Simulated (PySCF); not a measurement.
## Arsenic: a sound run and one with changed settings

Sound run: As⁺ [Ar] 3d10 4s2 4p2, As²⁺ [Ar] 3d10 4s2 4p1. Calculation: PySCF 2.14, in cc-pVDZ-PP with ECP10MDF; scalar relativity through the core potential. In the sound run the correlated levels freeze 3s2 3p6 3d10 outside the core potential. The sound run starts from symmetry-adapted Hartree-Fock orbitals and uses a fine grid where one is needed.

A second run was set up differently.

```csv
species,method,sound run (hartree),changed run (hartree),converged
As⁺,MP2,-330.89306,-330.91631,yes
As²⁺,MP2,-330.22287,-330.24458,yes
```

Ionisation energy of As⁺:

| method | sound run (eV) | changed run (eV) |
| --- | --- | --- |
| UHF | 17.975 | 17.975 |
| MP2 | 18.237 | 18.279 |
| SCS-MP2 | 18.173 | 18.198 |

Task: What was changed?
A. a valence shell is frozen
B. minimal basis
C. too few SCF iterations
D. all electrons correlated in a valence basis

Result: D. A valence basis has no tight correlating functions, so it recovers only part of the core correlation, and not evenly between atom and ion.
